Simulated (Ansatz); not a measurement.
`N=C(F)O[SiH3]` + BH₃ → `BC(=N)F` + silanol  (formal exchange of groups at a C–O bond)

Calculated with Ansatz (gas phase, PBE0-D4/def2-TZVP geometries, no zero-point term in ΔE). CCSD(T)/CBS is the MP2 limit (def2-TZVPP, def2-QZVPP) plus CCSD(T) − MP2 in def2-TZVPP, frozen cores. This one scheme is used for every species. DFT in def2-TZVPP. B3LYP here is the variant with VWN-RPA as its local correlation; programs differ in this. One conformer a species, not always the lowest.

Task: Is it downhill or uphill in electronic energy at CCSD(T)/CBS, and by how much? (An estimate is asked.)

Result: Computed: Downhill: ΔE = -0.47 eV.

Task: What do these levels give: r2SCAN-D4, B97M-V, B3LYP-D4, ωB97X-V, ωB97M-V, B2PLYP, r2SCAN0, SCS-MP2/def2-TZVPP, MP2/def2-QZVPP, SCS-MP2/def2-QZVPP, HF/CBS(def2), MP2/CBS(def2)? (An estimate is asked.)

Result: The calculation gave: r2SCAN-D4 -0.39, B97M-V -0.40, B3LYP-D4 -0.40, ωB97X-V -0.34, ωB97M-V -0.39, B2PLYP -0.44, r2SCAN0 -0.36, SCS-MP2/def2-TZVPP -0.40, MP2/def2-QZVPP -0.45, SCS-MP2/def2-QZVPP -0.44, HF/CBS(def2) -0.26, MP2/CBS(def2) -0.47 eV.

Largest T1 diagnostic among the species: 0.014.

At CCSD(T), def2-SVP lies +0.23 eV from the extrapolated value and def2-TZVPP +0.05 eV. Leaving LDA and LC-ωPBE aside and taking each functional with its dispersion term where it has one, the values, not all of them listed here, spread over 0.12 eV, from BLYP-D4 to BHLYP-D4. LDA lies +0.10 eV from PBE without D4. From BLYP to BHLYP (50 % exact exchange), in def2-TZVPP and without D4, ΔE moves by +0.15 eV.
